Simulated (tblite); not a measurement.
Compound: CH₁₂N₂OSi₄.
Numbering: `[O:1]=[C:2]([NH:3][SiH3:4])[SiH2:5][N:6]([SiH3:7])[SiH3:8]` (hydrogens: H9 on N3; H10, H11, H12 on Si4; H13, H14 on Si5; H15, H16, H17 on Si7; H18, H19, H20 on Si8)

Computed with GFN2-xTB (tblite), gas phase: L-BFGS steps from a force-field or distance-geometry start until the largest atomic force falls under 0.01 eV/Å.

Step 172: E = -685.6697 eV
```
atom  x, y, z in Å  |  force x, y, z in eV/Å
O1      0.7961   -0.5097   -1.1067    0.011   0.046   0.048
C2      1.1234    0.1874   -0.1422    0.034  -0.034  -0.003
N3      2.4342    0.3952    0.0031    0.023   0.003  -0.014
Si4     3.3437   -0.5129   -1.2096   -0.013   0.012  -0.006
Si5    -0.1967    0.7987    1.0794   -0.041  -0.021  -0.023
N6     -1.5991   -0.0064    0.5064   -0.007  -0.003  -0.060
Si7    -2.7320   -0.7468    1.6013    0.001   0.026  -0.024
Si8    -1.7758   -0.2596   -1.2428   -0.007  -0.013  -0.017
H9      2.7825    0.9756    0.7478   -0.048  -0.048   0.000
H10     4.7182   -0.1686   -0.8161   -0.024  -0.022  -0.017
H11     3.0468    0.0008   -2.5393    0.004  -0.005   0.025
H12     3.0733   -1.9298   -1.0010    0.036   0.037  -0.027
H13     0.1940    0.3781    2.4279    0.010  -0.008   0.008
H14    -0.2749    2.2637    1.0130   -0.007   0.028  -0.003
H15    -2.8734    0.1713    2.7339   -0.015   0.005   0.011
H16    -3.9939   -0.9386    0.8932   -0.001   0.023   0.037
H17    -2.2224   -2.0397    2.0714    0.013  -0.017   0.014
H18    -1.4501   -1.6231   -1.6366   -0.013   0.013   0.032
H19    -3.2357   -0.0872   -1.4104    0.065  -0.018  -0.024
H20    -1.1632    0.8429   -1.9757   -0.020  -0.003   0.041
```

Step 173: E = -685.6708 eV
```
atom  x, y, z in Å  |  force x, y, z in eV/Å
O1      0.7957   -0.5032   -1.1105    0.005   0.045   0.051
C2      1.1236    0.1892   -0.1427    0.040  -0.034   0.003
N3      2.4351    0.3907    0.0060    0.024   0.009  -0.009
Si4     3.3447   -0.5113   -1.2119   -0.018   0.025   0.002
Si5    -0.1961    0.8010    1.0800   -0.054  -0.020  -0.058
N6     -1.5995   -0.0044    0.5080    0.004  -0.002  -0.049
Si7    -2.7336   -0.7439    1.6025   -0.016   0.037  -0.002
Si8    -1.7733   -0.2643   -1.2399   -0.010  -0.009  -0.057
H9      2.7849    0.9665    0.7540   -0.056  -0.056  -0.011
H10     4.7180   -0.1705   -0.8114   -0.020  -0.025  -0.020
H11     3.0502    0.0156   -2.5371    0.005  -0.010   0.026
H12     3.0735   -1.9296   -1.0152    0.033   0.037  -0.026
H13     0.1961    0.3738    2.4248    0.014   0.000   0.029
H14    -0.2759    2.2668    1.0099   -0.003   0.007   0.006
H15    -2.8739    0.1739    2.7376   -0.007  -0.011  -0.011
H16    -3.9988   -0.9302    0.8973    0.013   0.024   0.038
H17    -2.2292   -2.0396    2.0724    0.013  -0.006   0.008
H18    -1.4471   -1.6289   -1.6296   -0.008   0.009   0.038
H19    -3.2326   -0.0955   -1.4146    0.056  -0.020  -0.010
H20    -1.1669    0.8353   -1.9827   -0.014  -0.002   0.053
```

Task: Estimate the geometry and energy of step 174. (The exact step hangs on the optimiser's Hessian estimate; all steps are aligned on step 173, rigid shifts and turns removed.)

Result: E = -685.6723 eV, largest force 0.107 eV/Å
```
atom  x, y, z in Å  |  force x, y, z in eV/Å
O1      0.7963   -0.4946   -1.1131   -0.008   0.020   0.022
C2      1.1254    0.1903   -0.1409    0.036  -0.016   0.022
N3      2.4378    0.3842    0.0109    0.008   0.004  -0.009
Si4     3.3454   -0.5087   -1.2157   -0.017   0.031   0.010
Si5    -0.1968    0.8036    1.0801   -0.055  -0.015  -0.091
N6     -1.6005   -0.0030    0.5088    0.015  -0.001  -0.020
Si7    -2.7366   -0.7397    1.6039   -0.025   0.041   0.024
Si8    -1.7696   -0.2706   -1.2373   -0.010  -0.003  -0.101
H9      2.7876    0.9532    0.7638   -0.042  -0.049  -0.004
H10     4.7184   -0.1756   -0.8084   -0.015  -0.023  -0.022
H11     3.0541    0.0371   -2.5339    0.003  -0.014   0.024
H12     3.0750   -1.9298   -1.0384    0.025   0.044  -0.023
H13     0.1963    0.3718    2.4220    0.016   0.009   0.050
H14    -0.2783    2.2702    1.0033    0.001  -0.019   0.017
H15    -2.8745    0.1777    2.7421    0.003  -0.027  -0.037
H16    -4.0055   -0.9185    0.9022    0.026   0.024   0.037
H17    -2.2400   -2.0393    2.0759    0.010   0.017  -0.007
H18    -1.4387   -1.6358   -1.6202   -0.004   0.005   0.039
H19    -3.2286   -0.1095   -1.4186    0.043  -0.021   0.001
H20    -1.1725    0.8284   -1.9897   -0.010  -0.008   0.067
```

The energy changes by -0.0015 eV. The first-order estimate −F·Δx gives -0.0020 eV and the mean of the old and new forces, exact on a quadratic surface, -0.0015 eV. The step makes an angle of 80° with the force vector and moves no atom by more than 0.023 Å.

What follows is the cost of the whole relaxation. Time: 3.3 s wall. Hardware: one thread of an Arm Neoverse V1, shared host with 32 logical CPUs at a one-minute load of 8.2.
